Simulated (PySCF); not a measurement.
Excitations are Tamm–Dancoff values on a coarser integration grid. The basis has no diffuse functions, so Rydberg states are missing or too high.

Cartesian coordinates (Å):
SMILES: CCC#N
```xyz
9

C     -0.9881    -0.2776    -0.0614
C      0.3065     0.5487    -0.0251
C      1.4948    -0.2778     0.1595
N      2.4292    -0.9543     0.3072
H     -0.9681    -1.0005    -0.8869
H     -1.1249    -0.8323     0.8757
H     -1.8506     0.3873    -0.2016
H      0.2728     1.2868     0.7920
H      0.4285     1.1196    -0.9593
```
Charge 0, spin multiplicity 1.

Q: What T1 excitation (TDA), S1–T1 gap (TDA), HOMO, total energy and LUMO does PBE-D3(BJ)/def2-TZVP (PySCF 2.14.0) give?

A: 
```yaml
T1 excitation (TDA): 6.30 eV
S1–T1 gap (TDA): 1.15 eV
HOMO: -7.90 eV
total_energy: -4677.92 eV
LUMO: -0.52 eV
```
